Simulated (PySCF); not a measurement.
## Calculated data, CH5BNSi, BClH4NSi

Computed with PySCF 2.14.0. Calculation on a computer-drawn molecule: optimised geometry and harmonic frequencies of an isolated molecule of the commonest isotopes, restricted reference for singlets and unrestricted otherwise, frozen core in MP2.

Common to all runs: method HF; basis cc-pV(D+d)Z.

(1) CH5BNSi

Start structure:
```xyz
9
CH5BNSi
B     -4.6102    -1.5045    -1.3115
N     -3.4589    -1.0704    -1.4002
Si    -1.8181    -0.4869    -1.5007
C     -1.0497     0.3096    -0.0454
H     -5.6888    -1.8045    -1.3051
H     -1.1521    -0.7868    -2.7660
H     -0.1929    -0.2904     0.3233
H     -0.7164     1.2778    -0.2870
H     -1.7590     0.3599     0.8200
```

| Quantity | Value |
| --- | --- |
| charge | 1 |
| multiplicity | 1 |
| rotational constants | withheld |
| total energy | withheld |

Drawn bonds:
```tsv
atom	other atom	order
1	2	2
2	3	1
3	4	1
1	5	1
3	6	1
4	7	1
4	8	1
4	9	1
```

(2) BClH4NSi

Start structure:
```xyz
8
BClH4NSi
N     -0.4601    -0.2175     0.9314
Si    -0.0898     1.2550     0.2224
B      0.7731     1.5497    -1.4373
Cl     1.1809     3.1997    -1.9576
H     -1.1433    -0.4268     1.6017
H     -0.1077    -1.0588     0.3915
H     -0.7013     2.1269     1.1844
H      1.1489     0.6697    -2.1717
```

| Quantity | Value |
| --- | --- |
| charge | 0 |
| multiplicity | 2 |
| total energy | withheld |
| rotational constants | withheld |

Drawn bonds:
```tsv
atom	other atom	order
1	2	1
2	3	1
3	4	1
1	5	1
1	6	1
2	7	1
3	8	1
```

## Withheld values
1. Estimate the rotational constants of CH5BNSi (entry 1).
2. Estimate the total energy of CH5BNSi (entry 1).
3. BClH4NSi (entry 2): total energy?
4. What rotational constants does the calculation give for BClH4NSi (entry 2)?
5. Give the table of modes values for BClH4NSi (entry 2).

Answers
1. 22.83, 3.314, 2.947 GHz
2. -408.6529 hartree
3. -829.9265 hartree
4. 26.65, 1.616, 1.523 GHz
5. 
Modes:
```tsv
frequency (cm⁻¹)	reduced mass (dalton)
120.4	4.87
135.1	4.322
181.4	1.283
269.8	1.242
271.6	6.251
461.6	1.123
654	2.679
707.8	1.218
788.5	1.463
828.9	3.54
926.7	1.811
971.9	1.709
1127	1.709
1681	1.122
2369	1.042
2739	1.093
3799	1.05
3902	1.098
```

Further results for CH5BNSi (entry 1):

| Quantity | Value |
| --- | --- |
| convergence status largest gradient component | 2.384e-05 hartree/bohr |

Optimised structure:
```xyz
9
CH5BNSi
B     -4.6205    -1.4750    -1.3663
N     -3.4252    -1.0521    -1.3626
Si    -1.8926    -0.5320    -1.4224
C     -1.0511     0.2902    -0.0252
H     -5.7231    -1.8630    -1.3644
H     -1.1657    -0.7445    -2.6708
H     -0.1647    -0.2921     0.2487
H     -0.6993     1.2751    -0.3499
H     -1.7039     0.3973     0.8404
```

Modes:
```tsv
frequency (cm⁻¹)	reduced mass (dalton)
68.2	1.082
125.6	3.132
180.3	3.551
300.5	3.63
534.2	1.139
690.7	2.552
827.9	1.369
835.6	1.51
841.5	1.365
846.3	1.376
906	2.904
1012	1.592
1398	1.232
1517	1.046
1523	1.049
1894	6.012
2445	1.044
3015	1.171
3165	1.037
3243	1.099
3304	1.103
```

Further results for BClH4NSi (entry 2):

| Property | Result |
| --- | --- |
| spin squared | 0.7598 |
| convergence status largest gradient component | 3.823e-05 hartree/bohr |

Optimised structure:
```xyz
8
BClH4NSi
N     -0.5014    -0.2930     0.8352
Si    -0.1395     1.2378     0.2119
B      0.8122     1.5582    -1.4182
Cl     1.1234     3.2428    -1.9514
H     -1.0001    -0.4376     1.6902
H     -0.2427    -1.1496     0.3867
H     -0.6673     2.2661     1.1230
H      1.2161     0.6732    -2.1126
```
